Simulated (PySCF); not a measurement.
Rows and methods have been separated. Pair them.

C3H5GeNO.
Z-matrix (Å and degrees, PBE0-D3(BJ)/def2-SVP geometry), rows numbered from 1:
```
Ge
C   1  1.9441
C   2  1.3679  1  133.38
C   3  1.4204  2  103.39  1  -179.39
N   4  1.3068  3  111.62  2    -0.10
O   2  1.3433  1  117.99  3  -179.43
H   1  1.5352  2  106.75  3    -3.58
H   1  1.5350  2  109.35  3  -123.39
H   1  1.5354  2  109.27  3   116.07
H   3  1.0868  2  128.01  1     0.68
H   4  1.0903  3  129.14  2   179.88
```

The closed-shell ground state was solved 7 times with PySCF (density fitting, gas phase), always in the def2-SVPD basis (181 functions), with these functionals: B3LYP, BHandHLYP, CAM-B3LYP, LC-wPBE, LDA, PBE0 and wB97X-D. Relativistic effects, spin–orbit coupling among them, are left out although an element past zinc is present.

```tsv
row	total energy (Eh)	HOMO (eV)	LUMO (eV)	dipole (D)
P	-2323.8517	-7.59	-1.09	2.97
Q	-2323.2664	-7.81	-0.86	2.95
R	-2323.8109	-9.10	0.26	3.05
S	-2318.6319	-6.92	-1.99	2.95
T	-2323.3736	-10.45	1.38	3.04
U	-2323.7829	-9.63	0.92	3.01
V	-2323.6317	-8.73	0.14	3.11
```

Which functional belongs to which row?

P = B3LYP, Q = PBE0, R = CAM-B3LYP, S = LDA, T = LC-wPBE, U = wB97X-D, V = BHandHLYP. By rising HOMO–LUMO gap: LDA (LDA) 4.93 eV; B3LYP (global hybrid, 20 % exact exchange) 6.50 eV; PBE0 (global hybrid, 25 % exact exchange) 6.95 eV; BHandHLYP (global hybrid, 50 % exact exchange) 8.87 eV; CAM-B3LYP (range-separated hybrid) 9.36 eV; wB97X-D (range-separated hybrid) 10.55 eV; LC-wPBE (range-separated hybrid) 11.83 eV. Total energies of different functionals aren't bounds to one another; each is stationary for its own functional.

The pairwise dispersion term of wB97X-D wasn't added to the energies; at a given geometry it leaves orbitals and properties as they are.
